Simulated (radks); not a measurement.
Question: The caesium ion Cs+, [Xe]. Calculated with a radial shooting solver on a logarithmic mesh with Libxc functionals: non-relativistic Kohn-Sham, exchange-only LDA, spin-polarised, spherical densities, point nucleus. Every spin shell is full or empty, so the densities are truly spherical. Functionals are evaluated on that one density, not self-consistently. Rank these exchange functionals by their error against the exact value of the orbitals, and give that value: LDA, B88, PBE, PBEsol, revPBE, OPTX, WC, AM05, APBE, TPSS, revTPSS, r2SCAN, MS2, Tao-Mo.

Answer: Exact: -183.809 hartree. From best to worst, with 100 (|E| - |E exact|)/|E exact| (equal figures are ties): B88 +0.01, r2SCAN -0.13, APBE +0.28, revPBE -0.31, TPSS -0.33, PBE -0.43, MS2 -0.62, WC -0.83, Tao-Mo -0.83, revTPSS -0.94, OPTX +1.31, PBEsol -2.20, AM05 -4.38, LDA -4.68.
